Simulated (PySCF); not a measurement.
All of these have the formula C6H11B. Method used: TDDFT wB97X-D/def2-SVPD, vertical, gas phase, core orbitals frozen in the response (PySCF 2.14.0, density-fitted response routines). Geometries: PBE0-D3(BJ)/def2-SVP; one conformer of each isolated species. Triplets are in the Tamm–Dancoff approximation. 'Strongest' means the level of largest summed f among the lowest 10 singlets; it needn't be the same kind of state in each.

Problem. Rank by computed lowest singlet excitation energy, lowest first.
A. `C=C(C)/C(B)=C\C`
B. `C=C/C=C\B(C)C`
C. `C=C[C@@H]1BCCC1`
D. `C=CCBC1CC1`

Solution. A (4.64 eV), B (4.94 eV), C (5.28 eV), D (5.70 eV).

| SMILES | S1 (eV) | first f ≥ 0.01 (nm) | gap (eV) | α (au) | f (strongest) | S1 mainly |
| --- | --- | --- | --- | --- | --- | --- |
| B/C(=C/C)C(=C)C | 4.64 | 267 | 8.78 | 90.9 | 0.23 | H→L (92%) |
| C=C/C=C\B(C)C | 4.94 | 251 | 8.60 | 97.4 | 0.59 | H→L (94%) |
| C=C[C@@H]1BCCC1 | 5.28 | 235 | 9.87 | 84.7 | 0.37 | H→L (87%) |
| C=CCBC1CC1 | 5.70 | 180 | 10.09 | 86.3 | 0.29 | H→L (84%) |

H and L stand for HOMO and LUMO.
